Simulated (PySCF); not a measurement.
Compound: C₈H₁₁ (doublet state).
Cartesian coordinates in Å at the GFN2-xTB level; atoms count from 1:
```
atom  x, y, z in Å
C1    -0.3441    2.2112    0.3793
C2    -0.3657    0.8800    0.0555
C3     0.7536    0.0843   -0.1584
C4     2.1649    0.5501   -0.0604
C5     0.5627   -1.3602   -0.5147
C6    -0.6108   -1.9414    0.2180
C7    -1.6842   -1.1974    0.4183
C8    -1.7164    0.2077   -0.0970
H9    -1.2573    2.7564    0.5344
H10    0.5675    2.7692    0.4824
H11    2.6668    0.4350   -1.0240
H12    2.7154   -0.0566    0.6615
H13    2.2358    1.5894    0.2410
H14    1.4721   -1.9266   -0.3056
H15    0.3724   -1.4423   -1.5956
H16   -0.5355   -2.9594    0.5681
H17   -2.5515   -1.5666    0.9445
H18   -1.9694    0.1867   -1.1648
H19   -2.4861    0.7898    0.4102
```

The hyperfine couplings belong to this conformer and change with its torsions.

As a line formula: `C1CC(=C(CC=1)[CH2])C` [radical].

Level of theory: PySCF, UKS B3LYP, pcH-1 on C H, non-relativistic, mean-field spin-orbit, GIAO. Isolated species at its GFN2-xTB geometry (one conformer only). GFN2-xTB frequencies show an imaginary mode (52i cm⁻¹), so this geometry is no minimum at that level. Couplings are sensitive to structure, and on GFN2-xTB geometries they can be far from those on DFT ones. Stability of the SCF solution: not tested. ⟨S²⟩ is 0.775 where a pure state has 0.75.

Largest spin populations (Mulliken): C1 (+0.66), C3 (+0.65) and C2 (-0.26). The angles at C1 add up to 360.0°, so it is planar.

Q: Find Q in a(H) = Q·ρ(C) for the protons on the planar carbons that carry spin.

A: 
```tsv
H	C	ρ(C)	a(H) (G)	a/ρ (G)
H9	C1	+0.655	-14.10	-21.5
H10	C1	+0.655	-13.40	-20.4
```

These protons share one ρ (within 0.01), so their mean ratio, Q = -21.0 G, is no test of linearity. In McConnell's picture π spin on carbon polarises the C–H bond and leaves opposite spin at the proton, which makes Q negative, as found here.

Q: How do the β-proton couplings of this frozen conformer go with θ, the angle between the C–H bond and the normal to the plane of the spin centre's three neighbours, both seen down the bond from centre to carbon?

A: 
```json
{"β H": "H11", "on": "C4", "centre": "C3", "θ (°)": "29", "cos²θ": "0.77", "a (G)": "+22.82"}
{"β H": "H12", "on": "C4", "centre": "C3", "θ (°)": "33", "cos²θ": "0.70", "a (G)": "+19.89"}
{"β H": "H13", "on": "C4", "centre": "C3", "θ (°)": "88", "cos²θ": "0.00", "a (G)": "+0.70"}
{"β H": "H14", "on": "C5", "centre": "C3", "θ (°)": "70", "cos²θ": "0.12", "a (G)": "+5.00"}
{"β H": "H15", "on": "C5", "centre": "C3", "θ (°)": "7", "cos²θ": "0.98", "a (G)": "+27.30"}
```

Fitting the Heller–McConnell form a = ρ(B0 + B2 cos²θ), with Mulliken ρ = 0.65, gives B0 = 1.9 G and B2 = 41.6 G, with a largest miss of 0.7 G. By this fit the coupling would be 28.3 G at θ = 0° and 1.3 G at 90°.

Q: What would the freely rotating methyl group on C4 show?

A: Three equal couplings, a 1:3:3:1 quartet. The mean of the three values of this geometry estimates the splitting: 14.5 G, or 40.5 MHz (three bonds 120° apart have a mean cos²θ of 1/2 at any torsion).

Couplings in gauss use g_iso = 2.0026.
